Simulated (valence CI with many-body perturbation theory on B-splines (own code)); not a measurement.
## Energy levels of Re⁶⁰⁺

Level of theory: valence CI with perturbative core correlation (CI+MBPT): five valence electrons over a frozen Dirac-Fock core [Ne], radial functions for each j: 9 s, 9 p, 8 d, 6 f, 3 g, 1 h, with the one-electron correlation potential Σ1, the two-electron term Σ2, the three-electron term Σ3, Breit, model QED; selected CI, second order for the rest, scaled by the run's own slope (own B-spline code, finite nucleus).

No measured spectrum was set against this ion. As an estimate, large intervals hold to a few tenths of a per cent, small ones and those within an open d or f shell to about a per cent. Among the levels kept, up to 1200 cm⁻¹ of a level comes from second order outside the variational space, and about a tenth of that is noise between levels of different J, which matters for small intervals.

Levels 1 to 33 of 33, with energies above the lowest level, (3s^2 3p1/2^2 3p3/2) J=3/2. "Leading %" is the weight of the configuration and term that name the level; weights of strongly mixed levels are sums over their largest components and can fall short, so below about 35 % the name and the second component can differ from the true leading terms, or belong to a minority configuration. In the jj column 3d3/2^4 stands for four electrons in 3d with j = 3/2. Lifetimes count E1, E2, E3, M1 and M2 decay at the calculated energies, and are blank where another channel may lead or the interval is too uncertain; long ones can be off by a factor of two.

| No. | Configuration | Term | J | E (× 10³ cm⁻¹) | Leading % | g | Lifetime | Leading jj |
| --- | --- | --- | --- | --- | --- | --- | --- | --- |
| 1 | 3s²3p³ | ²P° | 3/2 | 0.00 | 48 | 1.340 |  | 3s^2 3p1/2^2 3p3/2 (99 %) |
| 2 | 3s²3p²3d | ²D | 3/2 | 1884.6 | 41 | 0.777 | 76.9 ps | 3s^2 3p1/2^2 3d3/2 (99 %) |
| 3 | 3s²3p²3d | ²D | 5/2 | 2691.0 | 33 | 1.194 | 3.94 ps | 3s^2 3p1/2^2 3d5/2 (98 %) |
| 4 | 3s²3p³ | ⁴S° | 3/2 | 2941.9 | 55 | 1.452 | 2.13 ns | 3s^2 3p1/2 3p3/2^2 (99 %) |
| 5 | 3s²3p³ | ²D° | 5/2 | 3038.5 | 99 | 1.186 | 5.85 ns | 3s^2 3p1/2 3p3/2^2 (99 %) |
| 6 | 3s²3p³ | ²P° | 1/2 | 3164.6 | 99 | 0.647 | 3.62 ns | 3s^2 3p1/2 3p3/2^2 (99 %) |
| 7 | 3s3p⁴ | ⁴P | 5/2 | 4379.4 | 66 | 1.455 | 2.58 ps | 3s 3p1/2^2 3p3/2^2 (93 %) |
| 8 | 3s3p⁴ | ²P | 3/2 | 4622.1 | 33 | 1.145 | 1.00e+03 fs | 3s 3p1/2^2 3p3/2^2 (67 %) |
| 9 | 3s3p⁴ | ²S | 1/2 | 4639.5 | 54 | 2.036 | 1.31 ps | 3s 3p1/2^2 3p3/2^2 (84 %) |
| 10 | 3s²3p²3d | ⁴F | 5/2 | 4805.0 | 47 | 0.956 | 110 ps | 3s^2 3p1/2 3p3/2 3d3/2 (98 %) |
| 11 | 3s²3p²3d | ⁴D | 1/2 | 4832.3 | 80 | 0.215 | 84.2 ps | 3s^2 3p1/2 3p3/2 3d3/2 (99 %) |
| 12 | 3s²3p²3d | ⁴F | 3/2 | 4834.7 | 32 | 0.902 | 3.15 ps | 3s^2 3p1/2 3p3/2 3d3/2 (91 %) |
| 13 | 3s²3p²3d | ²G | 7/2 | 4905.9 | 53 | 1.019 | 743 ps | 3s^2 3p1/2 3p3/2 3d3/2 (98 %) |
| 14 | 3s²3p²3d | ²D | 5/2 | 5150.2 | 36 | 1.154 | 287 fs | 3s^2 3p1/2 3p3/2 3d3/2 (94 %) |
| 15 | 3s²3p²3d | ²P | 1/2 | 5235.2 | 38 | 1.661 | 214 fs | 3s^2 3p1/2 3p3/2 3d3/2 (87 %) |
| 16 | 3s²3p²3d | ²D | 3/2 | 5241.8 | 26 | 1.215 | 150 fs | 3s^2 3p1/2 3p3/2 3d3/2 (76 %) |
| 17 | 3s²3p²3d | ⁴D | 7/2 | 5505.0 | 47 | 1.301 | 737 ps | 3s^2 3p1/2 3p3/2 3d5/2 (100 %) |
| 18 | 3s²3p²3d | ²P | 3/2 | 5608.8 | 45 | 1.330 | 4.52 ps | 3s^2 3p1/2 3p3/2 3d5/2 (97 %) |
| 19 | 3s²3p²3d | ²G | 9/2 | 5611.0 | 63 | 1.180 | 119 ns | 3s^2 3p1/2 3p3/2 3d5/2 (99 %) |
| 20 | 3s²3p²3d | ²F | 5/2 | 5637.5 | 37 | 1.115 | 5.41 ps | 3s^2 3p1/2 3p3/2 3d5/2 (97 %) |
| 21 | 3s²3p²3d | ²D | 5/2 | 5801.4 | 41 | 1.276 | 1.30 ps | 3s^2 3p1/2 3p3/2 3d5/2 (95 %) |
| 22 | 3s²3p²3d | ²F | 7/2 | 5813.0 | 63 | 1.123 | 1.96 ps | 3s^2 3p1/2 3p3/2 3d5/2 (97 %) |
| 23 | 3s²3p²3d | ²D | 3/2 | 5884.1 | 60 | 0.931 | 2.57 ps | 3s^2 3p1/2 3p3/2 3d5/2 (98 %) |
| 24 | 3s²3p²3d | ²P | 1/2 | 5915.6 | 54 | 1.224 | 1.82 ps | 3s^2 3p1/2 3p3/2 3d5/2 (96 %) |
| 25 | 3s²3p³ | ²P° | 3/2 | 6121.4 | 50 | 1.304 | 440 ps | 3s^2 3p3/2^3 (98 %) |
| 26 | 3s3p³3d | ⁴D° | 5/2 | 6229.3 | 29 | 1.255 | 22.3 ps | 3s 3p1/2^2 3p3/2 3d3/2 (96 %) |
| 27 | 3s3p³3d | ⁴D° | 3/2 | 6246.9 | 27 | 1.248 | 9.44 ps | 3s 3p1/2^2 3p3/2 3d3/2 (96 %) |
| 28 | 3s3p³3d | ⁴P° | 1/2 | 6265.5 | 46 | 2.360 | 22.7 ps | 3s 3p1/2^2 3p3/2 3d3/2 (97 %) |
| 29 | 3s3p³3d | ⁴F° | 7/2 | 6317.2 | 23 | 1.241 | 21.3 ps | 3s 3p1/2^2 3p3/2 3d3/2 (94 %) |
| 30 | 3s3p³3d | ²D° | 3/2 | 6467.7 | 28 | 1.005 | 1.34 ps | 3s 3p1/2^2 3p3/2 3d3/2 (83 %) |
| 31 | 3s3p³3d | ²F° | 5/2 | 6556.4 | 21 | 0.871 | 771 fs | 3s 3p1/2^2 3p3/2 3d3/2 (77 %) |
| 32 | 3s3p³3d | ⁴D° | 1/2 | 6593.6 | 42 | 0.554 | 652 fs | 3s 3p1/2^2 3p3/2 3d3/2 (87 %) |
| 33 | 3s²3p3d² | ⁴G° | 5/2 | 6806.9 | 41 | 0.786 | 441 fs | 3s^2 3p1/2 3d3/2^2 (77 %) |

The ionisation energy to 3s²3p² ³P0 of the next ion comes out as 6303.3 eV (NIST: 6300 ± 10 eV (theoretical)). All 33 levels together are meant to be complete up to 6818.7 × 10³ cm⁻¹.
